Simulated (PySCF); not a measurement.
HC(Cl)(F)CF2OMe, C3H4ClF3O.
Numbering: `[CH3:1][O:2][C:3]([F:4])([F:5])[C@H:6]([F:7])[Cl:8]` (hydrogens: H9, H10, H11 on C1; H12 on C6)

Level: wB97X-D/pcSseg-2 in PySCF, non-relativistic, on one gas-phase PBE0-D3(BJ)/def2-TZVP geometry that isn't relaxed in the solvent. The solvent is an IEF-PCM continuum (van der Waals radii × 1.2). Specific hydrogen bonds and non-electrostatic terms are outside this model.

Gas phase at wB97X-D/pcSseg-2: HOMO -11.04 eV, LUMO 2.17 eV, dipole 2.77 D.

What does the continuum do to the energy, the frontier levels and the dipole at wB97X-D/pcSseg-2 in chloroform?

```json
{"solvent": "chloroform", "ε": "4.711", "E(solvent) − E(gas) (kcal/mol)": "-3.28", "polarisation term (kcal/mol)": "-3.59", "distortion of the solute (kcal/mol)": "0.31", "HOMO (eV)": "-11.06", "LUMO (eV)": "2.26", "dipole (D)": "3.18"}
```

Polarisation term: ½ Σ q·V over the induced surface charges. Distortion: the rise of the solute's own energy as its density leaves the gas-phase optimum.

Which radius a makes the point-dipole formula ΔE = −[(ε − 1)/(2ε + 1)]·μ²/a³ give the value in chloroform, with the gas-phase dipole?

μ = 1.089 au and |ΔE| = 0.00523 Eh give a = 2.29 Å; the farthest nucleus lies 2.78 Å from the centroid of the nuclei, so such a sphere wouldn't even hold the nuclei. The formula assumes a rigid point dipole at the centre of a sphere.

Shape of the structure used: `[CH3:1][O:2][C:3]([F:4])([F:5])[C@H:6]([F:7])[Cl:8]`: C1–O2–C3–F4 -57°, O2–C3–C6–F7 -176°.

wB97X-D is run here without its empirical dispersion term; that term would change no orbital, density or response property at a fixed geometry.
